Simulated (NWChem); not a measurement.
System meant: CH5BeNS; SMILES [S]([Be][NH2])C

Here is an NWChem input.

```
start job
memory heap 200 mb stack 900 mb global 1100 mb
geometry units angstroms noautoz
  Be     0.179521    -1.047711     0.000569
  N     -0.230999    -2.488934     0.001578
  H     -0.385459    -3.058086    -0.824223
  H     -0.389353    -3.054947     0.828847
  S      0.722863     0.774457    -0.000063
  C     -0.887431     1.648888    -0.005061
  H     -1.474587     1.412390    -0.902490
  H     -0.666986     2.724934    -0.008738
  H     -1.476686     1.418618     0.892595
end
basis spherical
  * library def2-svp
end
dft
  odft
  mult 2
  xc b3lyp
  iterations 150
  mulliken
end
task dft energy
```

End of the output:

```
                                 NWChem DFT Module
                                 -----------------

 Summary of "ao basis" -> "ao basis" (spherical)
 ------------------------------------------------------------------------------
       Tag                 Description            Shells   Functions and Types
 ---------------- ------------------------------  ------  ---------------------
 Be                         def2-svp                 5        9   3s2p
 N                          def2-svp                 6       14   3s2p1d
 H                          def2-svp                 3        5   2s1p
 S                          def2-svp                 8       18   4s3p1d
 C                          def2-svp                 6       14   3s2p1d

 Summary of "ao basis" -> "ao basis" (spherical)
 ------------------------------------------------------------------------------
       Tag                 Description            Shells   Functions and Types
 ---------------- ------------------------------  ------  ---------------------
 Be                         def2-svp                 5        9   3s2p
 N                          def2-svp                 6       14   3s2p1d
 H                          def2-svp                 3        5   2s1p
 S                          def2-svp                 8       18   4s3p1d
 C                          def2-svp                 6       14   3s2p1d

  number of electrons :                   38
  multiplicity        :                    2
 ------------------------------------------------------------------------
  no. of electrons and multiplicity not compatible                  38
 ------------------------------------------------------------------------
 ------------------------------------------------------------------------
  current input line :
    24: task dft energy
 ------------------------------------------------------------------------
 ------------------------------------------------------------------------
 There is an error in the input file
 ------------------------------------------------------------------------
 For more information see the NWChem manual at https://nwchemgit.github.io

0: no. of electrons and multiplicity not compatible:Received an Error in Communication
```

Question: Find the fault in this run and fix the input.

Answer: The program refused the input. Cause: the multiplicity doesn't fit the number of electrons (an even count wants an odd multiplicity, and the reverse). This input runs:
```
start job
memory heap 200 mb stack 900 mb global 1100 mb
geometry units angstroms noautoz
  Be     0.179521    -1.047711     0.000569
  N     -0.230999    -2.488934     0.001578
  H     -0.385459    -3.058086    -0.824223
  H     -0.389353    -3.054947     0.828847
  S      0.722863     0.774457    -0.000063
  C     -0.887431     1.648888    -0.005061
  H     -1.474587     1.412390    -0.902490
  H     -0.666986     2.724934    -0.008738
  H     -1.476686     1.418618     0.892595
end
basis spherical
  * library def2-svp
end
dft
  xc b3lyp
  iterations 150
  mulliken
end
task dft energy
```
It converges to -508.69564 Ha (B3LYP/def2-SVP).
